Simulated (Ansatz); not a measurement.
Consider the atomization: `[NH2][Zn][SH]` → 3 H• + N• + S• + Zn (atom).

Computed with Ansatz on PBE0-D4/def2-TZVP structures; ΔE is electronic, products minus reactants. CBS: MP2 limit from def2 TZ/QZ plus the TZ coupled-cluster correction, frozen cores. This one scheme is used for every species, atoms too. Functionals use def2-TZVPP. B3LYP here is the variant with VWN-RPA as its local correlation; programs differ in this. HSE06 is defined as in plane-wave codes. No spin–orbit coupling; open shells (•) take unrestricted orbitals. Spin–orbit coupling would lower the free atoms: a little for S. Bonds to Zn are less sure, by a few kJ/mol each and by 10 to 20 or more in all where they break to atoms, as the def2 sets lack core-valence functions. Scalar relativity is left out up to krypton. One conformer a species, not always the lowest.

| level | ΔE (kcal/mol) | difference from CCSD(T)/CBS |
| --- | --- | --- |
| LDA (SPW92) | 450.7 | 63.1 |
| PBE-D4 | 393.0 | 5.4 |
| revPBE-D4 | 380.7 | -6.9 |
| BLYP-D4 | 382.0 | -5.6 |
| r2SCAN-D4 | 388.1 | 0.5 |
| B97M-V | 385.2 | -2.4 |
| PBE0-D4 | 384.5 | -3.1 |
| B3LYP-D4 | 382.2 | -5.4 |
| r2SCANh-D4 | 384.6 | -3.0 |
| r2SCAN0-D4 | 379.6 | -8.0 |
| HSE06-D4 | 384.9 | -2.7 |
| BHLYP-D4 | 369.0 | -18.6 |
| CAM-B3LYP-D4 | 386.4 | -1.2 |
| ωB97M-V | 389.2 | 1.6 |
| B2PLYP | 379.5 | -8.1 |
| PBE-QIDH | 382.3 | -5.3 |
| PBE | 390.9 | 3.3 |
| BLYP | 377.4 | -10.2 |
| r2SCAN | 387.6 | 0.0 |
| PBE0 | 382.7 | -4.9 |
| r2SCANh | 384.0 | -3.6 |
| r2SCAN0 | 379.0 | -8.6 |
| HSE06 | 383.2 | -4.4 |
| BHLYP | 366.1 | -21.5 |
| CAM-B3LYP | 384.5 | -3.1 |
| LC-ωPBE | 388.9 | 1.3 |
| HF/def2-SVP | 243.5 | -144.1 |
| MP2/def2-SVP | 350.4 | -37.2 |
| CCSD/def2-SVP | 339.6 | -48.0 |
| CCSD(T)/def2-SVP | 343.8 | -43.8 |
| HF/def2-TZVPP | 249.3 | -138.3 |
| MP2/def2-TZVPP | 379.8 | -7.8 |
| SCS-MP2/def2-TZVPP | 378.9 | -8.7 |
| CCSD/def2-TZVPP | 364.2 | -23.4 |
| CCSD(T)/def2-TZVPP | 371.7 | -15.9 |
| HF/def2-QZVPP | 251.5 | -136.1 |
| MP2/def2-QZVPP | 389.7 | 2.1 |
| SCS-MP2/def2-QZVPP | 390.0 | 2.4 |
| MP2/CBS(def2) | 395.7 | 8.1 |
| CCSD/CBS(def2) | 380.2 | -7.4 |
| CCSD(T)/CBS | 387.6 | 0 |

Largest T1 diagnostic among the species: 0.017.

Leaving LDA and LC-ωPBE aside and taking each functional with its dispersion term where it has one, the values spread over 24.1 kcal/mol, from BHLYP-D4 to PBE-D4. LDA lies +59.7 kcal/mol from PBE without D4, its usual overbinding. In def2-TZVPP, CCSD(T) changes the Hartree–Fock value by +122.4 kcal/mol (the triples alone add +7.4 kcal/mol) and MP2 by +130.4 kcal/mol; breaking electron pairs costs correlation energy, which Hartree–Fock lacks.

For atomizations the MP2-based limit and the directly extrapolated one differ by several kJ/mol either way, and by 10 to 25 for some Ge, Se and Sn compounds, so smaller differences from it don't rank the levels.
